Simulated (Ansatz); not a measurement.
Geometry optimisation, RKS revPBE-D4/def2-SVP (Ansatz 0.2.0).

input.yaml

```yaml
crystal:
  periodic: [false, false, false]
  atoms:
    - { symbol: Ga, position_ang: [0.0, 0.0, 0.0] }
    - { symbol: O, position_ang: [0.0, 0.0, 2.14] }
    - { symbol: H, position_ang: [-0.9095, -0.2814, 2.4771] }
    - { symbol: "N", position_ang: [1.6714, 0.0, -0.965] }
    - { symbol: H, position_ang: [2.138, -0.9179, -1.2168] }
    - { symbol: H, position_ang: [2.1227, 0.9179, -1.2432] }
    - { symbol: "N", position_ang: [-1.6714, 0.0, -0.965] }
    - { symbol: H, position_ang: [-2.3403, -0.8164, -0.8664] }
    - { symbol: H, position_ang: [-1.9204, 0.8164, -1.5936] }
    - { symbol: H, position_ang: [0.0838, 1.7726, 0.5897] }
    - { symbol: H, position_ang: [0.0648, 1.3714, 1.5381] }
basis:
  gaussian: { orbitals: def2-SVP }
hamiltonian:
  xc: revpbe
  dispersion: d4
relax:
  f_tol: 0.15
  max_steps: 25
  restrain:
    - { distance: [0, 9], at: 2.77, k: 30.0 }
    - { distance: [10, 1], at: 2.21, k: 30.0 }
    - { distance: [0, 1], at: 1.79, k: 30.0 }
    - { distance: [10, 9], at: 0.66, k: 30.0 }
```

Launched with:

```bash
$ ansatz run input.yaml --threads 4 --pin off --max-ram 5120MiB --backend cpu --events-out ev --progress --plain --runs-dir out
```

**Question.** Where does it end, and by what steps?

**Answer.** It converged. The restraints hold the end off the free minimum. After 13 steps the energy has fallen by 1.997 eV (the restraints' own energy left out); H6 moved furthest, 1.18 Å. Joined: H10–H11 (1.03 → 0.72 Å).

| step | energy less start (eV) | largest force component (eV/Å) | accepted |
| --- | --- | --- | --- |
| 0 | 0.0000 | 1.666 | yes |
| 1 | -0.4049 | 1.449 | yes |
| 2 | -0.6841 | 1.884 | yes |
| 3 | -1.1572 | 1.647 | yes |
| 4 | -1.5356 | 1.501 | yes |
| 5 | -1.5804 | 3.290 | yes |
| 6 | -1.8227 | 1.251 | yes |
| 7 | -1.8801 | 1.459 | yes |
| 8 | -1.8898 | 1.284 | yes |
| 9 | -1.9316 | 1.591 | yes |
| 10 | -1.9650 | 1.518 | yes |
| 11 | -1.9845 | 1.520 | yes |
| 12 | -1.9551 | 1.412 | no |
| 13 | -1.9971 | 1.440 | yes |

```xyz
11
Properties=species:S:1:pos:R:3
Ga -0.086 -0.126 -0.061
O -0.016 -0.278 1.736
H -0.898 -0.309 2.152
N 1.505 0.265 -0.927
H 1.739 -0.350 -1.719
H 2.311 0.264 -0.285
N -1.722 -0.121 -0.911
H -2.505 -0.656 -0.525
H -1.759 -0.142 -1.934
H 0.400 2.417 0.941
H 0.270 1.899 1.428
```

Time of the run: 18 s on 4 threads of Arm Neoverse V2 (shared host), peak memory 0.14 GiB.
